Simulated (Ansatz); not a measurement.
Species: NO2, net charge -1, singlet state. It need not be the lowest isomer of its formula. Whether it binds its extra electron was not tested at this geometry. 
Geometry from a B3LYP-D3(BJ)/def2-TZVP (Ansatz, a program for electronic structure) optimisation:
```
N
O 1 1.2577
O 1 1.2577 2 116.36
```
Charge -1, spin multiplicity 1.

Basis-set convergence of Hartree-Fock and MP2 correlation energies (hartree) with Ansatz. Correlated levels leave the core frozen unless marked. Spin-orbit coupling is left out. Non-relativistic.

```json
[
 {"basis": "aug-cc-pVDZ", "functions": "69", "E(HF)": "-204.12094", "E(corr, MP2)": "-0.58806"},
 {"basis": "aug-cc-pVTZ", "functions": "138", "E(HF)": "-204.16502", "E(corr, MP2)": "-0.70924"},
 {"basis": "aug-cc-pVQZ", "functions": "240", "E(HF)": "-204.17810", "E(corr, MP2)": "-0.75352"}
]
```

Extrapolating the two largest sets (X = 3 and 4) as X^-3: E(corr) = (64·(-0.75352) - 27·(-0.70924))/37 = -0.7858 Eh, an estimate of the basis-set limit. The largest set recovers 95.9 % of it, the smallest 74.8 %.
